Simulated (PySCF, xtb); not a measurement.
In(Me)2 (C2H6In), SMILES [CH3][In+][CH3], charge +1.

GFN2-xTB run with xtb 6.7.1 at its own geometry gives an orbital gap of 2.57 eV.

The structure is a stationary point at PBE0-D3(BJ)/def2-SVP. The geometry has at least one imaginary mode, so it is a saddle point at that level. The multiplicity is an assumed one; other spin states were not compared. The isomer is the one that the SMILES or the coordinates give; other isomers of the formula were not compared. The def2 effective core potentials stand for the cores of In; spin–orbit coupling is left out.

What does M06-2X/def2-TZVPD run with PySCF give? (An estimate is asked for; the answer gives what the named calculation found.)

gap 8.43 eV (levels -14.36 and -5.93 eV).
